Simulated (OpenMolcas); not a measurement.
**In2+: from CASSCF to CASPT2**

```json
{
 "Program": "OpenMolcas 26.06",
 "Basis": "ANO-RCC-VTZP [7s6p4d2f1g]",
 "Scalar Hamiltonian": "DKH2, point nucleus",
 "Active space": "1 electron in 4 orbitals (5s 5p)",
 "State averaging": "2S+1 = 2 even, 1 root; 2S+1 = 2 odd, 3 roots",
 "Spin-orbit coupling": "RASSI with atomic mean-field integrals over the reference wave functions, term energies averaged over their components"
}
```

Methods on the same reference wave functions:
A. CASSCF
B. SS-CASPT2, IPEA 0.25 Eh, imaginary shift 0.1 Eh (closed shells correlated: 4d)
C. XMS-CASPT2, IPEA 0.25 Eh, imaginary shift 0.1 Eh (closed shells correlated: 4d)

Energies in cm⁻¹ above 5s ²S_1/2, the measured ground level; measured values from Moore, Atomic Energy Levels, vol. III, NSRDS-NBS 35 (1971 reprint of NBS Circular 467, 1958).

```tsv
Level	A	B	C	Measured
5s ²S_1/2	0.0	0.0	0.0	0.0
5p ²P°_1/2	54626	58310	57980	57181
5p ²P°_3/2	57869	61560	61230	61523
```

Deviations, from unrounded energies. A percentage is the sum of absolute deviations over the sum of measured energies, with the sign that they share, or ± where signs differ.

```tsv
Against measurement	Levels	A	B	C
mean absolute deviation (cm-1)	2	3100	580	550
other configurations (%)	2	-5.2	+1.0	±0.9
```

C lies closest to measurement on these levels and A furthest from it. The largest miss of C in the table is 5p ²P°_1/2, by +800 cm-1. The ranking rests on the paired levels alone, and a cruder setting can come out closer through cancelling errors.

Between B and C the level of the table that moves most is 5p ²P°_1/2, by 330 cm-1 (lowest in C, highest in B). Moves below CASPT2's spread within the term are not significant.

The mean deviations of B to C differ by less than CASPT2's widest spread within a term (73 cm-1), so their order carries little weight.

The lowest spin-free term lies below A's lowest term by 0.387 hartree in B, 0.387 hartree in C.

Term energies are means over components that CASPT2 splits; among the terms shown or strongly mixed into the levels shown the widest spread is 73 cm-1 (5p ²P°, C). With one active electron the reference holds no correlation, so core polarisation is missing (holds for A). With one active electron, CASPT2 adds the correlation within the correlated inactive shells and between them and that electron, and leaves the splitting within a term as the reference gives it (holds for B; C). Measured partners are found by configuration, term and J. A level has none where our copy of the source lacks it or the pairing is in doubt (some pairs that miss far off the trend of their configuration count as doubtful), and it then counts in no deviation. Levels of configurations outside the active space are missing.

° marks odd parity.
